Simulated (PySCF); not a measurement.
C₄H₁₂NSi₂ (doublet state).
Cartesian coordinates in Å at the GFN2-xTB level; atoms count from 1:
```
atom  x, y, z in Å
C1     2.186   -1.333    0.808
Si2    1.039    0.044    1.435
N3    -0.081    0.518    0.178
Si4    0.427    1.370   -1.252
C5    -1.452    0.165    0.317
C6    -2.486    0.641   -0.585
C7    -2.159   -0.784   -0.667
H8     2.745   -1.009   -0.066
H9     1.629   -2.224    0.529
H10    2.902   -1.617    1.572
H11    0.226   -0.435    2.557
H12    1.811    1.225    1.833
H13    1.886    1.395   -1.197
H14   -0.104    2.737   -1.246
H15   -0.014    0.659   -2.456
H16   -1.722   -0.017    1.352
H17   -2.391    1.356   -1.378
H18   -1.645   -1.167   -1.542
H19   -2.805   -1.515   -0.200
```

The hyperfine couplings belong to this conformer and change with its torsions.

The species is `C[SiH2]N([SiH3])[C@H]1[CH]C1` [radical].

The calculation used UKS B3LYP, pcH-1 on C H N Si, non-relativistic, mean-field spin-orbit, GIAO (PySCF). One conformer (not necessarily the lowest) at the GFN2-xTB geometry, without solvent, vibrations or thermal averaging. The geometry wasn't refined by DFT: couplings that depend on bond lengths, twists or pyramidal angles can differ widely from those at the functional's own minimum. Stability of the SCF solution: not tested.

(1) The isotropic 13C couplings are +282.5, -19.9, -14.0, +1.3 MHz. Assign them to C1; C5; C6; C7.

## Answers

(1) 
```tsv
site	a_iso (MHz)	ρ(0) (bohr⁻³)	position	distance from C6 (Å)	spin population	largest |T| (MHz)
C1	+1.3	+0.0012	4 bonds from C6	5.26	0.00	0.6
C5	-14.0	-0.0125	1 bond from C6	1.45	-0.02	6.4
C6	+282.5	+0.2514	largest spin population	0.00	+0.90	136.1
C7	-19.9	-0.0177	1 bond from C6	1.46	+0.02	13.9
```

ρ(0) is the spin density at the nucleus and T the dipolar tensor; a_iso includes a spin–orbit part; entries for several nuclei are means. The largest Mulliken spin population is on C6 (+0.90). The angles at C6 add up to 317.6°, so it is pyramidal.

Means are taken over nuclei equivalent by connectivity, which assumes that they swap fast. The three 1H nuclei of mean +2.3 MHz run from -2.2 to 9.0 MHz in the frozen geometry.
